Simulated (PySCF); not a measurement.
# Orbital picture of MgBr

PBE0 at R = 2.368 Å; PySCF, scalar-relativistic core potentials, basis sets Mg cc-pVTZ, Br cc-pVTZ-PP with ECP10. State: ²Σ⁺ (doublet), unpaired electrons σ ↑. Only the outer orbitals are listed, counted within each symmetry, core potentials removing the inner ones.

```
spin  orbital  occ.  ε (eV)  on Mg (%)            main shells (%)
   α       3π     1  -52.39        100                   100 Mg p
   α       3π     1  -52.39        100                   100 Mg p
   α       6σ     1  -52.32        100                   100 Mg p
   α       7σ     1  -20.95          4                    96 Br s
   α       8σ     1   -9.20         26           73 Br p, 22 Mg s
   α       4π     1   -7.81          5                    95 Br p
   α       4π     1   -7.81          5                    95 Br p
   α       9σ     1   -5.73         89  65 Mg s, 24 Mg p, 10 Br p
   α       5π     0   -1.18         98                    96 Mg p
   α       5π     0   -1.18         98                    96 Mg p
   α      10σ     0    0.11        108   88 Mg p, 11 Mg s, 8 Mg d
   β       3π     1  -52.29        100                   100 Mg p
   β       3π     1  -52.29        100                   100 Mg p
   β       6σ     1  -52.18        100                   100 Mg p
   β       7σ     1  -20.83          4                    96 Br s
   β       8σ     1   -8.90         23           75 Br p, 16 Mg s
   β       4π     1   -7.77          5                    95 Br p
   β       4π     1   -7.77          5                    95 Br p
   β       9σ     0   -2.86         94            84 Mg s, 9 Mg p
   β       5π     0   -0.28         98                    98 Mg p
   β       5π     0   -0.28         98                    98 Mg p
```

Problem. Which are the highest filled and the lowest empty level, where do they sit, and how wide is the gap?

Solution. Highest filled α 9σ at -5.73 eV (in %: 65 Mg s, 24 Mg p, 10 Br p); lowest empty β 9σ at -2.86 eV (in %: 84 Mg s, 9 Mg p); the gap at PBE0 is 2.87 eV.

* bond order (Mayer): 1.09
* ⟨S²⟩: 0.751
* charge on Mg (Mulliken, basis-dependent): 0.34
* charge on Mg (Löwdin, basis-dependent): 0.01
* dipole moment (positive dipole means Mg(−)Br(+)): -3.31 D
* polarisability along the bond: 75.1 bohr³
* polarisability across the bond: 64.8 bohr³

Shares are Mulliken populations and can fall outside 0 to 100 %.

Spin–orbit coupling is left out. The state was picked by a PBE0 search and need not be the measured ground state.
